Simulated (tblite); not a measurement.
Species: C7H13O2P.
SMILES with atom numbers: `[CH:1]#[C:2][CH2:3][P@@:4](=[O:5])([OH:6])[C:7]([CH3:8])([CH3:9])[CH3:10]` (hydrogens: H11 on C1; H12, H13 on C3; H14 on O6; H15, H16, H17 on C8; H18, H19, H20 on C9; H21, H22, H23 on C10)

Computed geometry: GFN2-xTB, gas phase.

(1) What internal coordinates does the optimisation give?

Answers

(1) 
```csv
bond,length (Å),order
C1≡C2,1.197,triple
C2–C3,1.438,single
C3–P4,1.852,single
P4=O5,1.469,double
P4–O6,1.615,single
P4–C7,1.859,single
"C7–C8, C7–C9, C7–C10",1.523,single
C1–H11,1.048,single
C3–H12,1.092,single
C3–H13,1.095,single
O6–H14,0.959,single
C8–H15 and 8 like bonds,1.089,single
```

Bonds in one row agree within 0.01 Å and their mean is given. Orders are formal, as drawn. A selection of angles:
```csv
angle,degrees
C2–C1–H11,179.4
C1–C2–C3,179.2
C2–C3–P4,114.3
C2–C3–H12,111.3
C2–C3–H13,110.4
P4–C3–H12,108.1
P4–C3–H13,104.2
H12–C3–H13,108.2
C3–P4–O5,111.9
C3–P4–O6,103.5
C3–P4–C7,110.5
O5–P4–O6,111.0
O5–P4–C7,114.9
O6–P4–C7,104.2
P4–O6–H14,107.2
P4–C7–C8,105.0
P4–C7–C9,111.3
P4–C7–C10,107.1
C8–C7–C9,111.0
C8–C7–C10,110.5
C7–C8–H15,110.3
C7–C8–H16,110.7
H15–C8–H16,108.5
H18–C9–H20,108.2
```

Torsions: C2–C3–P4–O5 -164° (antiperiplanar); C3–P4–C7–C8 -178° (antiperiplanar); H14–O6–P4–C3 -118° (anticlinal).

Of the pairs four or more bonds apart, C2···H18 is among the closest relative to their van der Waals radii: 2.64 Å, 91 % of the sum of Bondi's values. The 2 O–P bonds span 1.469 Å (P4=O5, drawn double) to 1.615 Å (P4–O6, drawn single), a spread of 0.146 Å. O6 (hydroxyl oxygen) is bent (angle 107.2°). P4 (phosphoryl phosphorus) is distorted tetrahedral (angles from 103.5° to 114.9°). The 5 C–C bonds span 1.197 Å (C1≡C2, drawn triple) to 1.525 Å (C7–C8, drawn single), a spread of 0.328 Å.

Point group: C1 (no symmetry element, even within 0.4 Å). Its GFN2-xTB frequencies are all real (lowest 26 cm⁻¹). One conformer, not necessarily the lowest (C2–C3–P4–O5 -164°, C3–P4–O6–H -118°). 3 starts were optimised and ended at 0.00, 0.10 and 2.49 kcal/mol (GFN2-xTB); the lowest of these is shown.
